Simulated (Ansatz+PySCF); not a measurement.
## singlet KCl: levels of theory in one basis

```xyz
2

K     0.0000    0.0000   -1.2535
Cl    0.0000    0.0000    1.4010
```

Basis set: def2-SVP (spherical functions). Frozen core: 10 orbitals. Charge 0, multiplicity 1.

Computed with Ansatz (development build ahead of 0.2.0); each method stands on the lowest determinant of its kind that the runs found. NEVPT2 correlates all electrons. Active spaces start from the frontier orbitals, and the lowest solution found is given.

```json
{"method": "RHF", "E − E(RHF) (eV)": "0.00", "<S²> of the determinant": "0.00"}
{"method": "RHF-MP2", "E − E(RHF) (eV)": "-4.90", "<S²> of the determinant": "–"}
{"method": "RHF-CCSD", "E − E(RHF) (eV)": "-5.34", "<S²> of the determinant": "–"}
{"method": "CASSCF(2,2)", "E − E(RHF) (eV)": "-0.19", "<S²> of the determinant": "–"}
{"method": "SC-NEVPT2(2,2)", "E − E(RHF) (eV)": "-5.11", "<S²> of the determinant": "–"}
```

(1) What does RHF-CCSD(T) give on the same scale?

(2) Is a single determinant a sound starting point here?

Answers

(1) -5.40 eV.

(2) By this sign, yes. Unrestricted orbitals gain 0.00 eV and <S²> is 0.00 against 0.00 for a pure state. The CASSCF(2,2) natural occupations are 1.99, 0.01.

Caution for CASSCF(2,2): other starts end on other solutions of this active space.
